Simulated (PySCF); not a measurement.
Delta-SCF ions had no search for a lower state. Excitations are Tamm–Dancoff values on a coarser integration grid. The basis has no diffuse functions, so Rydberg states are missing or too high.

## C₂H₅FSi, SMILES `FC[SiH]=C` (C–Si–C–F torsion 128°) (charge 0, multiplicity 1)

The numbers are results of PBE0-D3(BJ)/def2-TZVP (PySCF 2.14.0), not measurements.

| Property | Value |
|---|---|
| HOMO | -6.65 eV |
| dipole moment | 1.26 D |
| HOMO–LUMO gap | 5.44 eV |
| LUMO | -1.21 eV |
| S1 excitation (TDA) | 5.58 eV |
| S1 oscillator strength | 0.343 |
| brightest of the four lowest singlets (TDA) | 5.58 eV |
| T1 excitation (TDA) | 2.68 eV |
| S1–T1 gap (TDA) | 2.90 eV |
| vertical ionisation energy (Delta-SCF) | 8.67 eV |
| total energy | -468.2581 Ha |
| cost | about 50 core-seconds (a rough figure) |

```xyz
9

C      1.7155    -0.3248     0.2797
Si     0.3320     0.5939    -0.0742
C     -1.3987    -0.1572    -0.0952
F     -2.0451     0.1343    -1.2918
H      1.6685    -1.3908     0.4723
H      2.7050     0.1148     0.3282
H      0.3741     2.0456    -0.3539
H     -2.0173     0.2283     0.7217
H     -1.3340    -1.2441     0.0133
```
Charge 0, spin multiplicity 1.
